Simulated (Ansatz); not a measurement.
# A barrier at the coupled-cluster level

Start structure (C2H8Zn, singlet), relaxed at PBE0-D4/def2-TZVP:

Zn1  (0.082, -0.271, 0.499)
C2  (0.907, 1.247, 1.388)
C3  (-0.741, -1.793, -0.386)
H4  (-0.223, 1.559, -2.166)
H5  (-0.520, 0.895, -2.337)
H6  (1.953, 1.357, 1.090)
H7  (0.390, 2.177, 1.137)
H8  (0.880, 1.133, 2.475)
H9  (-0.784, -2.663, 0.274)
H10  (-1.764, -1.560, -0.696)
H11  (-0.179, -2.079, -1.279)
(Å)

The step: C₂H₆Zn ([CH3][Zn][CH3]) + H₂ → CH₄Zn ([CH3][ZnH]) + CH₄; bonds formed: Zn1–H5, C2–H4; bonds broken: Zn1–C2, H4–H5. Program: Ansatz 0.2.0. Basis: def2-TZVPP and def2-QZVPP. Cores are frozen in the correlated methods. The 3s and 3p shells of Cu and Zn are frozen; filled d shells are correlated. Extrapolation: Hartree–Fock as exp(−7.88 √X), correlation as X^−2.97. Energies below are by CCSD(T) at an estimated basis limit (MP2 extrapolated from triple and quadruple zeta, plus CCSD(T) − MP2 in triple zeta).

Q: What are the electronic barrier and the energy of the step, from the start structure to the end structure? (An estimate is asked for; the value comes from the calculation.)

A: By the calculation: Barrier 1.844 eV; step energy -0.406 eV (downhill); reverse barrier, their difference, 2.250 eV. Barrier and step energy count from the start structure, the reverse barrier from the end structure.

The saddle point: One imaginary mode of 1496i cm⁻¹.
```
  pair  start (Å)  saddle (Å)  end (Å)
Zn1–H5       3.12        1.78     1.55
 C2–H4       3.74        1.52     1.09
Zn1–C2       1.94        2.18     3.44
 H4–H5       0.75        1.09     3.03
```

Zero-point energy (harmonic, PBE0-D4): ZPE is 2.216 eV at the start and 2.261 eV at the saddle, so the barrier goes from 1.844 to 1.889 eV.

The T1 diagnostic stays at or below 0.014.

Labels in which every atom is bracketed show which atoms are joined, not bond orders.

For scale, one of the runs: CCSD(T)/def2-TZVPP, 238 basis functions, launched by `ansatz run in.yaml --threads 8 --pin off --events-out ev --progress --plain --max-ram 19148MiB`. Hardware: 8 CPU threads of an Arm Neoverse V2, shared host. Wall time 44 s; peak host memory 4.4 GiB.
